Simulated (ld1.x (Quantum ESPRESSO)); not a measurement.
Building the PAW potential for technetium (PW91, scalar-relativistic).

```json
{"Element": "technetium", "Generator": "ld1.x (Quantum ESPRESSO) 7.5", "Type": "PAW", "Functional": "PW91", "Relativity": "scalar-relativistic", "Frozen core": "[Ar] 3d10", "Valence charge": "15", "Reference configuration": "4s2 4p6 4d5 5s0 5p0 (charge +2)", "Partial waves": "4s (bound): rcut 1.80, rcutus 2.00 bohr; 5s (bound, empty): rcut 1.80, rcutus 2.00 bohr; 4p (bound): rcut 1.90, rcutus 2.00 bohr; 5p (bound, empty): rcut 1.90, rcutus 2.00 bohr; 4d (bound): rcut 1.60, rcutus 1.75 bohr; 4d channel at -0.9 Ry: rcut 1.60, rcutus 1.75 bohr; 4f channel at -0.1 Ry: rcut 1.80, rcutus 2.20 bohr; 4f channel at 1.4 Ry: rcut 1.80, rcutus 2.20 bohr", "Local potential": "all-electron potential smoothed inside 1.55 bohr (lloc = -1)", "Core correction": "Bessel-smoothed model core inside 0.95 bohr", "Augmentation charge": "BESSEL, radius 1.35 bohr"}
```

All-electron outer shells of the reference configuration (PW91, scalar-relativistic, ld1.x):

```tsv
shell	level (eV)	outermost node (bohr)	outermost maximum (bohr)
3d	-266.26	–	0.31
4s	-89.70	0.50	0.95
4p	-61.67	0.51	1.03
4d	-22.57	0.50	1.27
5s	-18.50	1.27	2.53
5p	-13.22	1.43	3.05
```

Q: Does the generator finish with these settings?

A: Yes, a potential is produced and its reference levels are reproduced.

Q: Is the overlap operator S = 1 + Σ q|β⟩⟨β| positive definite (Bessel basis up to 400 Ry)?

A: No: its lowest eigenvalue is -0.230, in the p channel, so the generalised eigenproblem breaks down once the basis is large enough.

Q: Tests: 4s2 4p6 4d5 5s2 5p0; 4s2 4p6 4d5 5s1 5p0; 4s2 4p6 4d4 5s0 5p0; 4s2 4p6 4d5 5s0 5p1; 4s2 4p5 4d5 5s2 5p0; 4s2 4p6 4d5 5s1 5p1; 4s2 4p6 4d5 5s0 5p2. Which has the largest error in its energy relative to the reference configuration, and how large is it?

A: 4s2 4p6 4d5 5s2 5p0, with +19 meV (all-electron minus pseudo) on -23.13 eV.

The ghost test of this file was not conclusive. Its overlap operator is not positive definite in a basis up to 400 Ry (lowest eigenvalue p -0.23), so the file is unfit for use: the generalised eigenproblem breaks down once the basis is large enough, and its test numbers describe a broken file.
